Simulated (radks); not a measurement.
Species: Au V. Configuration: [Kr] 4d10 4f14 5s1.5 5p6 5d7 6d0.5 (fractional occupations, a model configuration). Calculated with a radial shooting solver on a logarithmic mesh with Libxc functionals: scalar-relativistic Kohn-Sham, LDA (Slater exchange, Perdew-Zunger correlation), spin-polarised, spherical densities, finite nucleus; open shells are filled with parallel spins first (spin-orbit coupling, left out, can overturn this in heavy ions); Fermi nuclear charge, rms radius 5.4371 fm.

Local quantities along the radius. ELF = 1/(1 + alpha^2) is the electron localisation function; alpha = (tau - tau_W)/tau_unif compares the Pauli kinetic energy density with that of the uniform gas (summed over spins); -r V(r) is the screened charge that the Kohn-Sham potential of spin up presents (atomic units); r v_xc is r times the local exchange-correlation potential of spin up (hartree bohr); 4 pi r^2 rho is in e/bohr. tau is taken from the large components.

r (bohr),ELF,alpha,-r V(r),r v_xc,4 pi r^2 rho
0.001172,0.999,0.02384,78.41,-0.1055,13.06
0.001376,0.999,0.02510,78.31,-0.1201,16.43
0.001602,0.999,0.02662,78.19,-0.1356,20.33
0.001865,0.999,0.02856,78.05,-0.1528,24.99
0.002188,0.999,0.03117,77.89,-0.1729,30.83
0.002548,0.999,0.03436,77.70,-0.1939,37.32
0.002966,0.999,0.03851,77.49,-0.2167,44.76
0.00348,0.998,0.04429,77.23,-0.2427,53.55
0.004052,0.997,0.05167,76.94,-0.2691,62.67
0.004755,0.996,0.06234,76.59,-0.2984,72.79
0.005535,0.994,0.07658,76.20,-0.3272,82.45
0.006444,0.991,0.09690,75.76,-0.3566,91.59
0.007562,0.984,0.1286,75.23,-0.3872,99.88
0.008803,0.970,0.1745,74.65,-0.4153,105.7
0.01025,0.943,0.2452,74.00,-0.4415,109.0
0.01203,0.884,0.3630,73.22,-0.4662,109.2
0.014,0.776,0.5374,72.37,-0.4869,106.8
0.0163,0.616,0.7893,71.42,-0.5058,102.6
0.01913,0.446,1.114,70.30,-0.5265,98.49
0.02227,0.350,1.363,69.10,-0.5517,97.14
0.02592,0.339,1.396,67.77,-0.5872,100.5
0.03042,0.418,1.180,66.20,-0.6387,110.0
0.03541,0.551,0.9034,64.55,-0.6986,123.4
0.04123,0.673,0.6963,62.74,-0.7620,137.4
0.04838,0.738,0.5960,60.64,-0.8226,147.0
0.05632,0.724,0.6178,58.47,-0.8658,146.8
0.06557,0.624,0.7758,56.12,-0.8921,137.5
0.07695,0.454,1.097,53.46,-0.9098,123.7
0.08958,0.352,1.357,50.76,-0.9372,115.6
0.1051,0.397,1.234,47.75,-0.9988,118.8
0.1224,0.553,0.8996,44.74,-1.083,129.9
0.1425,0.686,0.6760,41.61,-1.162,137.5
0.1672,0.708,0.6415,38.24,-1.204,129.8
0.1946,0.581,0.8500,34.98,-1.194,107.8
0.2266,0.354,1.351,31.70,-1.163,84.82
0.2659,0.289,1.569,28.24,-1.184,75.14
0.3096,0.460,1.083,24.99,-1.281,81.09
0.3604,0.658,0.7215,21.84,-1.391,88.96
0.4229,0.718,0.6274,18.74,-1.448,84.92
0.4923,0.653,0.7296,16.12,-1.419,68.05
0.5731,0.485,1.030,13.84,-1.335,47.62
0.6726,0.327,1.434,11.79,-1.251,31.94
0.783,0.344,1.382,10.16,-1.231,24.57
0.9115,0.506,0.9887,8.785,-1.256,21.07
1.07,0.641,0.7483,7.599,-1.270,17.56
1.245,0.647,0.7389,6.713,-1.237,13.23
1.45,0.554,0.8972,6.044,-1.153,8.708
1.701,0.376,1.289,5.534,-1.022,4.824
1.981,0.185,2.099,5.180,-0.8751,2.402
2.324,0.055,4.135,4.906,-0.7238,1.041
2.706,0.020,7.078,4.730,-0.6185,0.4914
3.15,0.020,6.998,4.632,-0.5675,0.2900
3.696,0.031,5.617,4.567,-0.5364,0.1932
4.303,0.027,5.997,4.499,-0.4862,0.1169
5.01,0.013,8.612,4.409,-0.4047,0.05418
5.879,0.004,16.75,4.298,-0.2975,0.01671
6.844,0.001,41.58,4.196,-0.1960,0.003659
7.968,0.000,138.9,4.112,-0.1122,0.0005144

On this mesh the ELF has minima near r = 0.026, 0.090, 0.27, 0.67 bohr, which separate the shells, and maxima near 0.048 (0.74), 0.17 (0.71), 0.42 (0.72), 1.2 (0.65).
